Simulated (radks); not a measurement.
Spherical quantum dot in the effective-mass picture: electrons in a parabolic well V = omega^2 r^2 / 2 with omega = 2.85, with a point charge +1 (a donor) at the centre, all in effective atomic units (hartree* = m*/eps^2 hartree, bohr* = eps/m* bohr), one dielectric constant everywhere. Calculated with a radial shooting solver with Libxc functionals: non-relativistic Kohn-Sham, PBE, spin-polarised, spherical densities. Levels are named by radial order and angular momentum (1s, 1p, 1d, 2s, ...), and open shells are averaged over m.

N = 26, configuration 1s2 1p6 1d10 2s2 1f(up 6, down 0). This is the lowest configuration that the search found. Occupied and some empty levels:

level,occupation,eigenvalue (hartree*),<r> (bohr*)
1s up,1,23.315,0.7993
1s down,1,23.356,0.7870
1p up,3,25.257,1.123
1p down,3,25.355,1.111
2s up,1,26.839,1.156
2s down,1,26.947,1.159
1d up,5,27.060,1.317
1d down,5,27.194,1.310
1f up,6,28.950,1.465
1f down,0,29.102,1.462
2p up,0,29.190,1.310
2p down,0,29.288,1.315
1g up,0,30.944,1.588
1g down,0,31.101,1.590
2d up,0,31.388,1.458
2d down,0,31.482,1.463

Energy (hartree*): total 462.406, kinetic 84.716, external 157.84, Hartree 241.50, exchange-correlation -21.642.
